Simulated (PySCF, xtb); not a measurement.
F3OSi, SMILES [O][Si](F)(F)F, multiplicity 2.

Harmonic wavenumbers (cm⁻¹) from GFN2-xTB (xtb) at its own minimum, in rising order: 120, 120, 235, 236, 264, 765, 836, 838, 1037.

Q: What does PBE-D3(BJ)/def2-SVP (PySCF) give at its own minimum? (The exact figures need the calculation; the answer reports its results.)

A: 118, 219, 318, 335, 353, 733, 916, 974, 989. Paired by order, the mean absolute difference is 74 cm⁻¹ and the zero-point energies are 6.4 and 7.1 kcal/mol.
